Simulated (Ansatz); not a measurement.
C₃H₈ClNSi (`C=CN(C)[SiH2]Cl`). Total charge 0; spin multiplicity 1.

```xyz
14

C     0.1055    0.6675    2.0835
C    -0.5346    0.0668    1.0798
N    -0.0187   -0.2295   -0.1710
C     1.3495    0.1605   -0.4341
Si   -1.0288   -0.7593   -1.4523
Cl   -1.7294    0.7845   -2.6278
H     1.1270    1.0155    2.0087
H    -0.4067    0.8200    3.0229
H    -1.5644   -0.2531    1.2145
H     1.6417   -0.1613   -1.4348
H     1.4763    1.2468   -0.3697
H     2.0249   -0.3076    0.2891
H    -0.2364   -1.6248   -2.3508
H    -2.2058   -1.4261   -0.8580
```

**Question.** What are the harmonic wavenumbers in cm⁻¹ at PBE0-D4/def2-TZVP (Ansatz, finite differences of forces, unscaled)? (Estimate.)

**Answer.** Ansatz gave: 48, 85, 197, 238, 249, 319, 332, 473, 544, 617, 710, 726, 766, 840, 887, 928, 1001, 1016, 1067, 1142, 1259, 1295, 1360, 1436, 1466, 1474, 1515, 1703, 2260, 2274, 3025, 3084, 3132, 3171, 3190, 3277.

**Question.** Is this a minimum?

**Answer.** Yes, all 36 modes are real.

**Question.** Give the ideal-gas thermochemistry at 298.15 K and 1 bar (rigid rotor, harmonic oscillator; point group C1, symmetry number 1).

**Answer.** Zero-point energy 281.7 kJ/mol; H(298) − E = 305.3 kJ/mol; entropy 372.7 J/(mol·K), of which translation 168.7, rotation 118.8, vibration 85.2; G(298) − E = 194.1 kJ/mol. Modes under 100 cm⁻¹ are hindered rotations or soft bends, so the harmonic entropy is rough.

**Question.** And at 400, 500, 600, 800 and 1000 K?

**Answer.** 
```
T (K)  H − E (kJ/mol)  S (J/mol/K)  G − E (kJ/mol)
  400           319.5        413.7           154.1
  500           336.3        450.9           110.8
  600           355.2        485.3            64.0
  800           398.3        547.1           -39.4
 1000           446.6        601.0          -154.3
```

**Question.** Rotational constants (cm⁻¹)?

**Answer.** 0.1453, 0.03972, 0.03809.
